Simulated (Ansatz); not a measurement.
Reaction (SMILES): C[SiH](C)[SiH3] [dimethyl(silyl)silane] → C[SiH](C)[SiH2-] + H+

Property: gas-phase deprotonation energy (enthalpy at 298 K), in kcal/mol. Conventions: LANL2DZ with its own core potentials from Na on; no spin-orbit coupling; non-relativistic; 6-311+G** with 5d, 6d on Na to Ar in Ansatz (a first-principles code); six Cartesian d functions in 6-31G* and its kin unless marked 5d; no dispersion term unless named; valence correlation only. CBS marks a two-point X^-3 extrapolation of the correlation energy; Hartree-Fock from the larger set. First-principles rows: single points at B3LYP-D3(BJ) geometries (Ansatz), with unscaled harmonic terms from B3LYP/6-31G* (Ansatz) at its own minima. Anions need diffuse functions, which STO-3G, LANL2DZ, def2-SVP, cc-pVDZ and Pople sets without + lack.

Coupled cluster (Ansatz) is a level with limits of its own, used here on species with T1 under 0.025 (0.045 for open shells) and stable references: CCSD(T)/CBS(aug-cc-pV(T+d)Z,aug-cc-pV(Q+d)Z).

Value to compare with, CCSD(T)/CBS(aug-cc-pV(T+d)Z,aug-cc-pV(Q+d)Z) (Ansatz): 363.7 kcal/mol.

```csv
level,program,gas-phase deprotonation energy (enthalpy at 298 K) (kcal/mol),difference
B3LYP/STO-3G,Ansatz,474.8,111.1
B3LYP/3-21G,Ansatz,364.5,0.8
B3LYP/LANL2DZ,Ansatz,368.8,5.1
B3LYP/6-31G,Ansatz,364.0,0.3
B3LYP/6-31G*,Ansatz,369.6,5.9
B3LYP/6-31+G*,Ansatz,363.3,-0.4
B3LYP/6-31G**,Ansatz,370.3,6.6
B3LYP/def2-SVP,Ansatz,368.2,4.5
B3LYP/cc-pVDZ,Ansatz,367.1,3.4
B3LYP/6-311+G**,Ansatz,363.7,0.0
B3LYP/def2-TZVPD,Ansatz,364.8,1.1
```

Among the 10 habitual levels, B3LYP/STO-3G lies farthest from CCSD(T)/CBS(aug-cc-pV(T+d)Z,aug-cc-pV(Q+d)Z) (Ansatz) (111.1 kcal/mol); 8 of 10 lie above it, and their mean absolute difference is 13.8 kcal/mol, the median 4.0. One case shows no general order.

The sets are all those run for this method; left out are runs that failed, that the program found above a lower state of the same kind, or whose <S^2> lies over 0.5 above the pure value.
